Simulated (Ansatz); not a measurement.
System: CH3Be, charge 1, singlet. CH3Be+ (SMILES [Be+][CH3]).
B3LYP-D3(BJ)/def2-TZVP minimum from Ansatz (a first-principles code):
```xyz
5

Be    -0.8799    -0.5103    -0.6899
C      0.3054     0.1771     0.2394
H      0.8533    -0.6116     0.7637
H     -0.1548     0.8538     0.9657
H      0.9889     0.7364    -0.4064
```
Charge +1, spin multiplicity 1.

Total energies in def2-TZVPP, 8 correlated electrons, 2 frozen orbitals. Open shells are spin-unrestricted; no spin-orbit coupling. Cores are frozen in correlated methods. No relativity. The spin of CH3Be+ ([Be+][CH3], singlet) was assumed, and the state is the lowest solution found for it.

| method | program | energy (Eh) | minus CCSDT(Q) (mEh) |
|---|---|---|---|
| HF | Ansatz | -53.93662 | 230.02 |
| MP2 | Ansatz | -54.13961 | 27.03 |
| CCSD | Ansatz | -54.15787 | 8.77 |
| CCSD(T) | Ansatz | -54.16583 | 0.80 |
| CCSDT(Q) | Ansatz | -54.16664 | 0.00 |

Rough core times of Ansatz's runs on a shared machine: CCSD(T) under 20 s, CCSDT(Q) 2 min.
